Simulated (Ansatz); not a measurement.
Reaction (atomization): `[OH][Ga]([F])[Br]` → Br• + F• + Ga• + H• + O•

Program: Ansatz. Geometries: PBE0-D4/def2-TZVP. ΔE: electronic, gas phase. CCSD(T)/CBS adds triple-zeta CCSD(T) − MP2 to the extrapolated MP2 energy (def2 sets, frozen cores). This one scheme is used for every species, atoms too. Functionals use def2-TZVPP. B3LYP here is the variant with VWN-RPA as its local correlation; programs differ in this. HSE06 is defined as in plane-wave codes. Open shells (•) are unrestricted, without spin–orbit coupling. Spin–orbit coupling would lower the free atoms: a little for F, O; clearly for Br, Ga. For Br, Ga outer-core shells are correlated without core-valence functions, so the limit isn't a true one: a few kJ/mol of doubt a bond, and 10 to 20 or more in all where bonds break to atoms. Scalar relativity is left out up to krypton. One conformer a species, not always the lowest.

(1) What is ΔE at CCSD(T)/CBS? (Estimate.)

(2) What do these levels give: BLYP-D4, r2SCAN-D4, HSE06-D4, BHLYP-D4, CAM-B3LYP-D4, ωB97M-V, B2PLYP, B3LYP, r2SCAN0, CCSD(T)/def2-SVP, HF/CBS(def2), MP2/CBS(def2)? (An estimate is asked.)

Largest T1 diagnostic among the species: 0.013.

Answers

(1) The calculation gave: +17.09 eV.

(2) The calculation gave: BLYP-D4 16.59, r2SCAN-D4 17.03, HSE06-D4 16.62, BHLYP-D4 15.72, CAM-B3LYP-D4 16.70, ωB97M-V 16.70, B2PLYP 16.62, B3LYP 16.27, r2SCAN0 16.41, CCSD(T)/def2-SVP 15.77, HF/CBS(def2) 11.54, MP2/CBS(def2) 18.00 eV.

From PBE to PBE0 (25 % exact exchange), in def2-TZVPP and without D4, ΔE moves by −0.55 eV: exact exchange takes away binding that semilocal exchange gives to molecules. In def2-TZVPP, CCSD(T) changes the Hartree–Fock value by +5.13 eV (the triples alone add +0.39 eV) and MP2 by +6.04 eV; breaking electron pairs costs correlation energy, which Hartree–Fock lacks. The D4 term adds +0.18 eV with B3LYP and +0.09 eV with PBE0; it sums over pairs of atoms, weighted by their polarisabilities, and B3LYP, whose exchange is more repulsive, gets the larger term.

For atomizations the MP2-based limit and the directly extrapolated one differ by several kJ/mol either way, and by 10 to 25 for some Ge, Se and Sn compounds, so smaller differences from it don't rank the levels.
